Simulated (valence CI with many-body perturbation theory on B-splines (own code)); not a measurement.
## Which ion has this spectrum?

A relativistic CI+MBPT calculation for an atom or ion with 13 electrons gives these levels (× 10³ cm⁻¹):

```csv
J,Parity,E,g
1/2,odd,0.00,0.65
1/2,even,1291.8,2.12
3/2,odd,2573.4,1.32
3/2,even,3631.0,1.63
5/2,even,3771.7,1.34
3/2,even,3938.2,0.97
1/2,even,4015.8,1.26
3/2,even,4392.8,0.83
5/2,even,4908.7,1.20
3/2,odd,5207.9,1.09
3/2,odd,5315.4,0.69
5/2,odd,5413.0,1.02
1/2,odd,5618.6,0.40
3/2,odd,5667.0,1.29
```

The energies are calculated, and their last digits are not significant.

(1) Which is it?
A. Lu58+
B. Re62+
C. Hf59+
D. Tm56+

## Answers

(1) C. Hf59+, ground level (3s^2 3p1/2) J=1/2.
